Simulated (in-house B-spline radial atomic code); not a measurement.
RPA and G0W0 on LDA exchange-only: the rubidium ion Rb⁴⁺

Configuration [Ar] 3d10 4s2 4p3, highest spin, mean-field start LDA exchange-only. Computed with a B-spline radial code for spherical atoms: all electrons, non-relativistic, point nucleus, each spin shell either full or empty, empty states to l = 9 with an (l + 1/2)⁻⁴ tail; G0W0 by contour deformation at full frequency.

Without relativity these are model numbers: it shifts the levels of so heavy an element strongly and can reorder them.

Command:
```bash
python run_gw.py task.json out
```
Settings (radii: box in bohr, nucleus in fm):
```
Z                        37
electrons                33
configuration            [Ar] 3d10 4s2 4p3
hamiltonian              nr
method                   lda,
lmax                     9
spin_polarised           True
box_radius               11.96
intervals                51
```

Time taken, with all properties: 3.4 s on 1 thread of Arm Neoverse N1 (shared host).

Energies (hartree):

| term | value |
| --- | --- |
| mean-field total | -2928.65965 |
| Hartree-Fock functional on these orbitals | -2933.96143 |
| direct second order | -2.7969 |
| second-order exchange | 0.81797 |
| SOSEX correction | 0.75476 |

(1) What is the RPA correlation energy, and what remains with SOSEX?

Quasi-particle levels (eV):

| level | occupied | mean field | Σx - vxc | Σc | QP weight | G0W0 |
| --- | --- | --- | --- | --- | --- | --- |
| 4p up | yes | -60.74 | -8.27 | ? | ? | ? |
| 4s down | yes | -72.80 | -6.23 | -2.60 | 0.947 | -81.62 |
| 3d down | yes | -155.92 | -24.84 | 6.50 | 0.858 | -174.26 |
| 4p down | no | -56.25 | 6.74 | -2.86 | 0.948 | -52.38 |

G0W0 = mean field + (Σx - vxc) + Σc, with Σc (partial-wave tail included) taken at the quasi-particle energy. Only the outer levels were computed. Levels of low weight are left out.

(2) Where does G0W0 put 4p up?

## Answers

(1) RPA gives -2.4494 hartree (-2.02 eV per electron); RPA + SOSEX gives -1.6946, and the second-order doubles -1.9789 hartree (no singles). RPA lacks exchange-type terms and so overcorrelates at short range.

(2) At -69.29 eV, with Σc = -0.28 eV and a quasi-particle weight of 0.943. The tabulated removal energy is 68.44 ± 0.15 eV (NIST, tabulated theory); the calculation leaves out relativity, Breit and QED terms, and what these don't explain is the method's own error.
